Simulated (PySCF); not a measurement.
**Mayer bond orders and bond lengths**

Compound: C6H7NOS.
SMILES with atom numbers: `[CH3:1][C@@H:2]([C:3]#[C:4][C:5]([NH2:6])=[S:7])[CH:8]=[O:9]` (hydrogens: H10, H11, H12 on C1; H13 on C2; H14, H15 on N6; H16 on C8)

Structure used (GFN2-xTB), in Å, numbered top down from 1:
```xyz
16
C6H7NOS angstrom
C     -2.0501    1.3217    0.3310
C     -1.3907    0.1056   -0.3232
C      0.0317    0.0745   -0.0496
C      1.2080   -0.0026    0.2053
C      2.5642    0.0302    0.5873
N      3.4162   -0.7978   -0.0431
S      3.0553    1.0577    1.7782
C     -1.9282   -1.1916    0.2561
O     -2.2150   -2.1595   -0.3843
H     -3.1235    1.3037    0.1567
H     -1.6411    2.2371   -0.0893
H     -1.8643    1.3228    1.4028
H     -1.5507    0.1070   -1.4073
H      3.1044   -1.4343   -0.7571
H      4.3842   -0.7919    0.2332
H     -2.0080   -1.1736    1.3592
```

Bond orders from the PBE0/pcSseg-1 density (PySCF). The structure is a single GFN2-xTB conformer in the gas phase; no vibrational or solvent corrections.

**Question.** Where do the orders between heavy atoms depart from those drawn in the SMILES?

**Answer.** The largest departure is 0.706, at C3–C4 (drawn triple, 2.294). Drawn single, order above 1.12: C5–N6 (1.363). Drawn double or triple, more than 0.30 short of the drawn order: C3–C4 (2.294) and C5–S7 (1.695).

**Question.** Set the Mayer orders of the bonds beside their lengths.

**Answer.** 
| bond | drawn as | length (Å) | Mayer order |
| --- | --- | --- | --- |
| C1–C2 | single | 1.530 | 1.021 |
| C2–C3 | single | 1.449 | 1.004 |
| C3–C4 | triple | 1.206 | 2.294 |
| C4–C5 | single | 1.409 | 0.999 |
| C5–N6 | single | 1.345 | 1.363 |
| C5–S7 | double | 1.648 | 1.695 |
| C2–C8 | single | 1.519 | 0.926 |
| C8–O9 | double | 1.195 | 2.047 |
| C1–H10 | single | 1.088 | 0.962 |
| C1–H11 | single | 1.087 | 0.959 |
| C1–H12 | single | 1.088 | 0.957 |
| C2–H13 | single | 1.096 | 0.911 |
| N6–H14 | single | 1.006 | 0.924 |
| N6–H15 | single | 1.007 | 0.922 |
| C8–H16 | single | 1.106 | 0.927 |

By pair of heavy elements: C–C: lowest C2–C8 (0.926, 1.519 Å), highest C3–C4 (2.294, 1.206 Å); in 2 of the 10 pairs the longer bond (by over 0.003 Å) has the higher order (by 0.02 or more).

**Question.** Sum the orders of all bonds at each heavy atom with more than one neighbour and set the sums beside the valence in the SMILES.

**Answer.** C1 3.899 (drawn 4), C2 3.862 (drawn 4), C3 3.298 (drawn 4), C4 3.293 (drawn 4), C5 4.057 (drawn 4), N6 3.209 (drawn 3), C8 3.900 (drawn 4). Orders between atoms that aren't bonded are not in these sums.

The Mayer order sums products of elements of PS (density times overlap matrix) between the two atoms' basis functions, so it depends on the basis set.
